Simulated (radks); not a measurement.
Results of a calculation; reference values are marked as such.
The iodine ion I+, configuration [Kr] 4d10 5s2 5p4.

Level of theory: scalar-relativistic Kohn-Sham, PBE, spin-polarised, spherical densities, finite nucleus; open shells are filled with parallel spins first (spin-orbit coupling, left out, can overturn this in heavy ions); Fermi nuclear charge, rms radius 4.75 fm (a radial shooting solver on a logarithmic mesh with Libxc functionals).

Energy parts (hartree):
part                        energy
total                  -7115.78143
kinetic                 7468.65538
electron-nucleus      -17199.49335
Hartree                 2795.80078
exchange-correlation    -180.74424

Orbitals (lengths in bohr, moments of r in powers of bohr; <r^-3> diverges for s and p1/2; r(max) is where P^2 peaks):
orbital	occ.	eigenvalue (hartree)	r(max)	<r^2>	<r^-3>
1s up	1	-1212.435	0.01754	0.001005	-
1s down	1	-1212.432	0.01754	0.001005	-
2s up	1	-187.6245	0.09912	0.01619	-
2s down	1	-187.6234	0.09912	0.01619	-
2p up	3	-168.4426	0.07948	0.01282	5772
2p down	3	-168.4405	0.07948	0.01282	5772
3s up	1	-38.14880	0.2856	0.1127	-
3s down	1	-38.14665	0.2856	0.1127	-
3p up	3	-31.93202	0.2794	0.1130	1103
3p down	3	-31.92955	0.2794	0.1130	1103
3d up	5	-22.62029	0.2318	0.09857	152.0
3d down	5	-22.61794	0.2318	0.09857	152.0
4s up	1	-6.98734	0.6805	0.6185	-
4s down	1	-6.98216	0.6806	0.6184	-
4p up	3	-5.03908	0.7150	0.7149	215.2
4p down	3	-5.03375	0.7151	0.7140	215.2
4d up	5	-2.19932	0.7781	0.9955	22.29
4d down	5	-2.19078	0.7780	0.9870	22.39
5s up	1	-0.98675	1.697	4.171	-
5s down	1	-0.93434	1.683	4.157	-
5p up	3	-0.58696	1.984	6.078	22.44
5p down	1	-0.53264	1.976	6.248	22.35

The highest occupied level is 5p down at -14.494 eV. Summed over all electrons, <r^2> = 50.25 bohr^2, which gives a Langevin (diamagnetic) susceptibility term of -39.8 x 10^-6 cm^3/mol. The spin density at the nucleus is -1.819 e/bohr^3 (1s -0.305, 2s 0.086, 3s 0.061, 4s 0.230, 5s -1.891). Spin moment in Bohr magnetons: 2.
